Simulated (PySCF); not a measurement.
A structure optimised at ωB97X-D3(BJ)/def2-SVP, used in a PySCF frequency run:

```
B
O 1 1.3664
H 2 0.9612 1 115.34
O 1 1.3664 2 127.74 3 0.00
H 4 0.9612 1 115.34 2 0.00
O 1 1.3798 2 116.13 3 180.00
```
Charge 0, spin multiplicity 2.

Write its SMILES, formula and point group.

[O]B(O)O, BH2O3, C2v

What are its rotational constants (standard atomic weights)?

10.760, 9.8855, 5.1520 GHz
